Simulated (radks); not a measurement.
Problem. The holmium ion Ho31+, 36 electrons, occupied as [Kr]. Calculated with a radial shooting solver on a logarithmic mesh with Libxc functionals: Dirac Kohn-Sham, BLYP, spin-unpolarised, spherical densities, finite nucleus; Fermi nuclear charge, rms radius 5.2022 fm.

Spin-orbit splittings of the eigenvalues, e(l+1/2) - e(l-1/2), with zeta = 2 splitting/(2l+1) and mean radii in bohr:

| shell | occ. | splitting (eV) | zeta (eV) | <r> j=l-1/2 | <r> j=l+1/2 |
|---|---|---|---|---|---|
| 2p | 6 | 857.9 | 571.9 | 0.07285 | 0.08000 |
| 3p | 6 | 183.6 | 122.4 | 0.2166 | 0.2296 |
| 3d | 10 | ? | ? | 0.2019 | 0.2059 |
| 4p | 6 | 54.73 | 36.49 | 0.4687 | 0.4885 |

Estimate the 3d splitting.

Solution. 40.51 eV (zeta = 16.20 eV).
